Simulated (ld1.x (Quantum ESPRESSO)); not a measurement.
## boron (B), TM: configuration errors across variants

B (Z = 5), norm-conserving Troullier–Martins (Kleinman–Bylander form), made with ld1.x (Quantum ESPRESSO) 7.5 (PBE, scalar-relativistic). Core [He], reference 2s1.5 2p1.5. Waves: 2s (bound): rc 1.45 bohr; 2p (bound): rc 2.60 bohr; 3d channel at 0.35 Ry: rc 2.05 bohr. Local part: all-electron potential smoothed inside 1.55 bohr (lloc = -2). Core correction: none.

All-electron excitation energies from the reference (eV): (1) 2s2 2p1 -2.922; (2) 2s2 2p0 5.297; (3) 2s1 2p0 30.720; (4) 2s1 2p1 11.439; (5) 2s2 2p1.3 -3.660; (6) 2s1 2p2 2.929; (7) 2s0 2p3 8.799.

2 further variants failed, have other tests or another functional or relativity, and are left out.

Errors AE − PS in meV (a dash: test not solved or not reliable):

| change | (1) | (2) | (3) | (4) | (5) | (6) | (7) | bound ghosts |
| --- | --- | --- | --- | --- | --- | --- | --- | --- |
| base | -1.1 | +78 | +262 | -1.1 | -3.2 | -1.3 | -18 | none |
| local potential all-electron potential smoothed inside 3.08 bohr (lloc = -2) | -1.2 | +78 | +263 | -15 | -4.5 | -1.4 | -19 | none |
| wave 2p (bound): rc 2.60 bohr becomes 2p (bound): rc 2.58 bohr | -0.8 | +73 | +245 | -1.1 | -2.8 | -1.1 | -16 | none |
| wave 3d channel at 0.35 Ry: rc 2.05 bohr becomes 3d channel at 0.35 Ry: rc 1.88 bohr | -1.1 | +78 | +262 | -1.1 | -3.2 | -1.3 | -18 | none |
| wave 2s (bound): rc 1.45 bohr becomes 2s (bound): rc 1.18 bohr | -1.4 | +76 | +260 | -1.0 | -3.4 | -1.7 | -21 | none |
| core correction a·sin(br)/r model core inside 0.86 bohr | -2.3 | +71 | +270 | +0.3 | -3.9 | -2.4 | -22 | none |
| wave 3d channel at 0.35 Ry: rc 2.05 bohr becomes 3d channel at 0.21 Ry: rc 2.05 bohr | -1.1 | +78 | +262 | -1.1 | -3.2 | -1.3 | -18 | none |
| local potential the p channel | -1.1 | +73 | +247 | -12 | -4.3 | -1.4 | -19 | none |
| local potential all-electron potential smoothed inside 2.72 bohr (lloc = -2) | -1.1 | +84 | +281 | -6.5 | -3.8 | -1.4 | -19 | none |
| local potential all-electron potential smoothed inside 2.86 bohr (lloc = -2) | -1.1 | +81 | +273 | -9.5 | -4.0 | -1.4 | -19 | none |

**Question.** Give the same row for: all radii scaled by about 0.75 (s 1.08, p 1.94, d 1.54 bohr); local potential all-electron potential smoothed inside 1.16 bohr (lloc = -2).

**Answer.** +2.2, +51, +151, +0.3, +0.5, +1.9, +9.8; bound ghosts: none.
